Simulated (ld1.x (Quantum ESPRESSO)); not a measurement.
## An all-electron radial function and its pseudo partner (Pd (Z = 46))

Columns: radius, all-electron u(r) and pseudo u(r) of the 5s shell (level -3.62 eV) of palladium in the configuration [Ar] 3d10 4s2 4p6 4d10 5s0 5p0; LDA (PZ), scalar-relativistic, PAW scheme, ld1.x (Quantum ESPRESSO) 7.5.

```tsv
r (bohr)	all-electron	pseudo
0.158	-0.0045	0.0666
0.315	0.1511	0.1317
0.473	-0.0500	0.1954
0.630	-0.2209	0.2558
0.788	-0.2491	0.3131
0.945	-0.1714	0.3656
1.102	-0.0451	0.4134
1.260	0.0919	0.4562
1.418	0.2182	0.4935
1.575	0.3249	0.5249
1.732	0.4109	0.5507
1.890	0.4776	0.5711
2.047	0.5263	0.5861
2.205	0.5602	0.5961
2.362	0.5815	0.6013
2.520	0.5925	0.6022
2.678	0.5952	0.5991
2.835	0.5911	0.5922
2.992	0.5817	0.5818
3.150	0.5681	0.5681
3.308	0.5513	0.5513
3.465	0.5323	0.5323
3.622	0.5116	0.5116
3.780	0.4896	0.4896
3.938	0.4670	0.4670
4.095	0.4441	0.4441
```

(1) How many radial nodes do the two functions have?

(2) At about which radius was the pseudo-wave matched?

(3) Is the pseudo-wave norm-conserving?

## Answers

(1) The all-electron 5s function has n − l − 1 = 4 (the table is too coarse to show those close to the nucleus); the pseudo-wave has 0, since the states of the same l below it are removed with the core.

(2) 3.15 bohr. The columns agree to 0.0005 from 2.99 bohr on; several derivatives are matched, so the curves merge somewhat inside the radius.

(3) No, it belongs to a PAW set: the norm inside the radius is not constrained, and the difference is carried by the augmentation charge.
